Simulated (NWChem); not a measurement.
# SeF$_{4}$ cation, doublet; SMILES of the neutral closed-shell parent F[Se](F)(F)F

```xyz
5

Se     0.0000     0.0000     0.2048
F      0.0000     1.7182     0.4702
F      1.2807     0.0000    -0.8571
F      0.0000    -1.7182     0.4702
F     -1.2807     0.0000    -0.8571
```
Atoms are numbered in this order, from 1.

Program: NWChem. Pople sets run with spherical d functions. Spin-unrestricted. Medium grid unless said otherwise, to which SCAN and Minnesota functionals are sensitive. In the optimisation the excess spin sits in a1 (C2v, its own frame). Coordinates come from a PBE0/def2-SVP, spin-unrestricted optimisation. This spin state was assumed; another may lie lower. No stability test was run on the SCF state.

Predict the results for M05-2X/6-31G*. Quantities: highest occupied level (eV); lowest empty minus highest occupied level, either spin (eV); <S²>.

The highest occupied level (eV) is -19.40, the lowest empty minus highest occupied level, either spin (eV) is 6.78 and the <S²> comes out as 0.763.
